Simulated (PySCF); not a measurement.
CH₉FN₂Si₂, SMILES CN[Si@@H](F)N[SiH3]. Atoms are numbered in the order given.

```xyz
15

C     -2.5967     0.5805    -0.6529
N     -1.9131    -0.4139     0.1531
Si    -0.2851    -0.3470     0.6867
F     -0.0042    -1.8493     1.2600
N      0.7150     0.0875    -0.6487
Si     2.1789     1.0434    -0.6926
H     -1.8537     1.2120    -1.1640
H     -3.2507     1.2528    -0.0648
H     -3.2190     0.1130    -1.4367
H     -2.5266    -1.0825     0.6092
H      0.0728     0.5642     1.8008
H      0.4527    -0.3649    -1.5244
H      3.3898     0.2210    -0.9897
H      2.0886     2.1010    -1.7433
H      2.3367     1.6802     0.6429
```

Coordinates come from a B3LYP-D3(BJ)/def2-SVP optimisation. The structure was generated by enumeration; whether it is a known compound was not checked. Other conformers were not sampled.

Two levels are set side by side: PBE/pcSseg-1 (PySCF) and HF/pcSseg-1 (PySCF). GIAO shifts against CFCl3 (¹⁹F), NH3 (¹⁵N), TMS (²⁹Si), TMS (¹H), TMS (¹³C) at the same level; non-relativistic, no solvent, atoms listed together averaged. Differences are taken from unrounded values.

| quantity | HF |
|---|---|
| δ(¹³C) of C1 (ppm) | 28.3 |
| δ(¹⁵N) of N2 (ppm) | 14.5 |
| δ(²⁹Si) of Si3 (ppm) | -36.5 |
| δ(¹⁹F) of F4 (ppm) | -119.2 |
| δ(¹⁵N) of N5 (ppm) | 20.9 |
| δ(²⁹Si) of Si6 (ppm) | -54.7 |
| δ(¹H) of H7, H8, H9 (ppm) | 2.83 |
| δ(¹H) of H10 (ppm) | 0.55 |
| δ(¹H) of H11 (ppm) | 4.39 |
| δ(¹H) of H12 (ppm) | 0.58 |
| δ(¹H) of H13, H14, H15 (ppm) | 4.53 |

### Question
What does PBE give, and how far is it from HF? (The exact figures need the calculation; the answer reports its results.)

### Answer

| quantity | PBE | PBE minus HF |
|---|---|---|
| δ(¹³C) of C1 (ppm) | 32.4 | 4.1 |
| δ(¹⁵N) of N2 (ppm) | 40.5 | 26.0 |
| δ(²⁹Si) of Si3 (ppm) | -28.6 | 7.9 |
| δ(¹⁹F) of F4 (ppm) | -168.4 | -49.2 |
| δ(¹⁵N) of N5 (ppm) | 41.1 | 20.2 |
| δ(²⁹Si) of Si6 (ppm) | -59.6 | -4.9 |
| δ(¹H) of H7, H8, H9 (ppm) | 2.99 | 0.16 |
| δ(¹H) of H10 (ppm) | 0.64 | 0.09 |
| δ(¹H) of H11 (ppm) | 5.30 | 0.91 |
| δ(¹H) of H12 (ppm) | 0.61 | 0.03 |
| δ(¹H) of H13, H14, H15 (ppm) | 5.06 | 0.53 |

Rough cost on one machine, each run with all the roots and properties that it gave: HF against PBE within a factor of 2.
